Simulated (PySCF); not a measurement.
Cl2Si, charge -1, multiplicity 2. Atoms are numbered in the order given.

```xyz
3

Si     0.0000     0.0000     1.0450
Cl     0.0000    -1.7030    -0.4303
Cl     0.0000     1.7030    -0.4303
```
Charge -1, spin multiplicity 2.

Geometry: PBE0-D3(BJ)/def2-SVPD. The multiplicity is an assumed one; other spin states were not compared. The isomer is the one that the SMILES or the coordinates give; other isomers of the formula were not compared.

Level of theory: SMD-PBE0/def2-SVPD in PySCF.

Solvation free energies are E(SMD) − E(gas) at the gas-phase geometry, for 1 M in both phases.

Computed solvation free energies in water, acetone, cyclohexanone:
```tsv
solvent	ΔG(solv) (kcal/mol)	its non-electrostatic (CDS) part
water	-48.4	0.8
acetone	-49.6	-2.2
cyclohexanone	-48.4	-1.8
```
